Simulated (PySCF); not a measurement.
How methods differ on the excitation energy of Mn

Mn [Ar] 3d5 4s2 (6S) → Mn [Ar] 3d4 4s2 4p1 (high-spin determinant), as a difference of total energies. Computed with PySCF 2.14 in aug-cc-pVTZ-DK (8s7p5d3f2g, 93 functions), with the spin-free X2C one-electron Hamiltonian (Gaussian nucleus). Correlated levels: valence: [Ar] frozen. The calculations carry no spin-orbit coupling.

| method | excitation energy (cm⁻¹) |
| --- | --- |
| UHF | 62400 |
| LDA | 72819 |
| PBE | 70107 |
| PBE0 | 68537 |
| r2SCAN | 69993 |
| M06-L | 71297 |
| HSE06 | 68319 |
| M06-2X | 67100 |
| B2PLYP | 67286 |
| MP2 (valence) | 66045 |
| SCS-MP2 (valence) | 61494 |

A first-order spin-orbit estimate (lowest level to lowest level, LS coupling) adds -0.081 eV.

The upper state lies above the first ionisation limit, where it may autoionise and the basis confines it.

The determinant of the upper state mixes LS terms, which raises its energy above the lowest term, most at the Hartree-Fock and MP2 levels.
